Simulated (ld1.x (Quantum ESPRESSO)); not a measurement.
What one change does to a pseudopotential (Ga, TM)

ld1.x (Quantum ESPRESSO) 7.5 input, shortened:

```
&input
   title='Ga', zed=31., rel=1, dft='PBE', iswitch=3,
   config='[Ar] 3d10 4s2 4p1'
 /
 &inputp
   pseudotype=2, tm=.true., lloc=2,
   nlcc=.false.
 /
3
4S  1  0   2.00   0.00  1.60  1.60  0.0
4P  2  1   1.00   0.00  2.25  2.25  0.0
3D  3  2  10.00   0.00  1.40  1.40  0.0
 &test
   configts(1)='3d10 4s2 4p1'
 /
```

All-electron outer shells of the reference configuration (PBE, scalar-relativistic, ld1.x):

```csv
shell,level (eV),outermost node (bohr),outermost maximum (bohr)
3s,-148.13,0.27,0.56
3p,-98.86,0.24,0.56
3d,-19.15,–,0.53
4s,-8.95,0.81,1.90
4p,-2.58,0.87,2.53
```

Change: core correction a·sin(br)/r model core inside 1.56 bohr.

Cutoffs: the cutoffs (Ry, on a coarse ladder) from which the occupation-weighted sum of valence levels, in a spherical-Bessel basis at the reference potential, stays within 10 and 1 mRy of its value at 400 Ry; they do not see the model core or the augmentation charge, which bear on the density cutoff. Errors are all-electron minus pseudo energies relative to the spin-unpolarised reference configuration.

Task: How do hardness, ghosts and transferability respond?

Result: The potential gets neither clearly harder nor softer (160 Ry and 260 Ry → 160 Ry and 260 Ry); both files keep a bound ghost (p, s); of the 6 tests that both files solve, the error grows in 1 and shrinks in 4 by more than 15 % and 0.3 meV (median size 5.2 → 1.0 meV). A model core, the more so a compact one, raises the density cutoff, which this test does not measure.

```tsv
quantity	base	changed
cutoff, loose	160 Ry	160 Ry
cutoff, tight	260 Ry	260 Ry
bound ghosts	s, p	s, p
tests counted (converged, no solver errors)	6 of 7	6 of 7
error for 3d10 4s2 4p0, meV [ΔE 5.69 eV]	+0.1	-1.0
error for 3d10 4s1 4p0, meV [ΔE 26.82 eV]	+17	-1.3
error for 3d10 4s0 4p0, meV [ΔE 58.09 eV]	+103	+3.2
error for 3d10 4s1 4p2, meV [ΔE 6.54 eV]	+1.8	+0.1
error for 3d10 4s2 4p1.3, meV [ΔE -0.53 eV]	+0.1	0.0
error for 3d10 4s0 4p3, meV [ΔE 13.37 eV]	+8.6	+1.0
s: phases at 2.45 bohr within 0.05 rad from the reference energy up to (Ry; the scan ends near 5)	2.6	2.6
p: phases at 2.45 bohr within 0.05 rad from the reference energy up to (Ry; the scan ends near 5)	4.4	4.4
d: phases at 2.45 bohr within 0.05 rad from the reference energy up to (Ry; the scan ends near 5)	0.7	0.7
```

Base: Tests not counted: 3d9 4s2 4p2 (solver errors, printed error -14.9 eV). Changed file: Tests not counted: 3d9 4s2 4p2 (solver errors, printed error -14.9 eV). A true bound ghost makes a file unfit for plane-wave use even where its test errors are small: the radial tests pick states by their node count and pass the ghost by. Where a test does run into it, the solver fails or the error is huge.
